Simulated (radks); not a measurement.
Results of a calculation; reference values are marked as such.
Charge is removed step by step from the 3d down level of the bromine ion Br+, starting from [Ar] 3d(up 5, down 5) 4s2 4p4. Level of theory: scalar-relativistic Kohn-Sham, SCAN, spin-polarised, spherical densities, finite nucleus; open shells are filled with parallel spins first; meta-GGA in the generalised Kohn-Sham scheme; Fermi nuclear charge, rms radius 4.1629 fm (a radial shooting solver on a logarithmic mesh with Libxc functionals).

removed (e)  E - E(0) (eV)  eigenvalue (eV)  E minus straight line (eV)
0                    0.000          -78.921                       0.000
0.1                  8.008          -81.304                      -1.111
0.2                 16.258          -83.715                      -1.980
0.3                 24.749          -86.153                      -2.608
0.4                 33.484          -88.618                      -2.993
0.5                 42.467          -91.108                      -3.128
0.6                 51.701          -93.624                      -3.013
0.7                 61.190          -96.164                      -2.644
0.8                 70.932          -98.729                      -2.021
0.9                 80.931          -101.32                      -1.141
1                   91.191          -103.93                       0.000

Removing the whole electron costs 91.191 eV by Delta-SCF, against 78.921 eV from minus the eigenvalue at the starting occupation. Slater's transition state (half an electron removed) gives 91.108 eV. Integrating minus the eigenvalue over the occupation (Janak's theorem) gives 91.214 eV. In this scalar-relativistic scheme the density is built from large components alone, so the theorem holds only approximately. The mean slope of the eigenvalue, de/dn, is 25.0 eV per electron.
